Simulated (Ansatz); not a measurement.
Consider the cleavage of the Si–Si bond: `C[SiH](N)[SiH2]N` + CH₃NH₂ → `CN[SiH](C)N` + `N[SiH3]`.

Computed with Ansatz on PBE0-D4/def2-TZVP structures; ΔE is electronic, products minus reactants. CCSD(T)/CBS adds triple-zeta CCSD(T) − MP2 to the extrapolated MP2 energy (def2 sets, frozen cores). This one scheme is used for every species. DFT in def2-TZVPP. B3LYP here is the variant with VWN-RPA as its local correlation; programs differ in this. One conformer a species, not always the lowest.

`C[SiH](N)[SiH2]N`:

Cartesian coordinates in Å:
```
C 0.150 2.157 -0.477
Si 0.372 0.643 0.599
N 1.774 -0.224 0.067
Si -1.361 -0.932 0.365
N -0.628 -2.289 -0.423
H -0.735 2.719 -0.169
H 1.012 2.825 -0.393
H 0.033 1.879 -1.527
H 0.438 1.125 2.018
H 1.870 -1.183 0.365
H 2.673 0.234 0.057
H -2.525 -0.323 -0.359
H -1.904 -1.407 1.668
H -0.003 -2.099 -1.192
H -1.167 -3.123 -0.599
```

CH₃NH₂:

Cartesian coordinates in Å:
```
C 0.553 0.104 -0.080
N -0.751 -0.379 0.342
H 0.538 0.890 -0.849
H 1.139 -0.732 -0.471
H 1.093 0.494 0.785
H -1.264 -0.756 -0.444
H -1.307 0.378 0.717
```

`CN[SiH](C)N`:

```xyz
15

C     0.499   -0.903   -1.779
N    -0.435    0.073   -1.266
Si   -0.449    0.680    0.336
C    -0.720   -0.571    1.698
N     1.094    1.366    0.650
H     0.116   -1.931   -1.747
H     0.780   -0.682   -2.814
H     1.415   -0.871   -1.185
H    -1.269    0.182   -1.818
H    -1.602    1.632    0.322
H    -1.689   -1.061    1.579
H     0.054   -1.343    1.685
H    -0.707   -0.098    2.685
H     1.447    1.431    1.590
H     1.464    2.096    0.064
```

`N[SiH3]`:

Cartesian coordinates in Å:
```
N -0.712 -0.738 -0.295
Si 0.516 0.375 0.168
H -1.168 -0.633 -1.186
H -1.358 -1.082 0.397
H 1.474 0.492 -0.961
H 0.054 1.755 0.504
H 1.194 -0.169 1.372
```

```
             level  ΔE (kJ/mol)  difference from CCSD(T)/CBS
         r2SCAN-D4        -72.8                          4.5
           PBE0-D4        -63.6                         13.7
          B3LYP-D4        -75.1                          2.2
           ωB97X-V        -74.6                          2.7
             B3LYP        -76.6                          0.7
    MP2/def2-TZVPP        -84.5                         -7.2
   CCSD/def2-TZVPP        -79.7                         -2.4
CCSD(T)/def2-TZVPP        -77.3                          0.0
     HF/def2-QZVPP        -94.9                        -17.6
SCS-MP2/def2-QZVPP        -86.1                         -8.8
       CCSD(T)/CBS        -77.3                            0
```

Largest T1 diagnostic among the species: 0.011.

From PBE to PBE0 (25 % exact exchange), in def2-TZVPP and without D4, ΔE moves by −6.7 kJ/mol. In def2-TZVPP, CCSD(T) changes the Hartree–Fock value by +16.0 kJ/mol (the triples alone add +2.4 kJ/mol) and MP2 by +8.8 kJ/mol.
